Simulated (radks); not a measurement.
Results of a calculation; reference values are marked as such.
Orbital eigenvalues (eV) of the nitrogen ion N+, [He] 2s2 2p2, at several levels of relativity; Dirac values are averaged over j with weights 2j + 1. Spin-unpolarised spherical Kohn-Sham, PBE, point nucleus unless stated (finite: rms radius 2.5582 fm), a radial shooting solver on a logarithmic mesh with Libxc functionals. A level marked "c x" has the speed of light scaled by that factor and shares open shells by 2j + 1; other Dirac levels either fill j = l - 1/2 first or share by 2j + 1.

shell  non-rel.  Dirac, 2j+1 shares  Dirac, 2j+1 shares, finite nucleus  Dirac, c x 1.25  change of magnitude, last against first (%)
1s      -401.44             -401.67                             -401.67          -401.59                                        +0.04
2s      -32.434             -32.462                             -32.462          -32.452                                        +0.05
2p      -20.693             -20.688                             -20.688          -20.690                                        -0.02
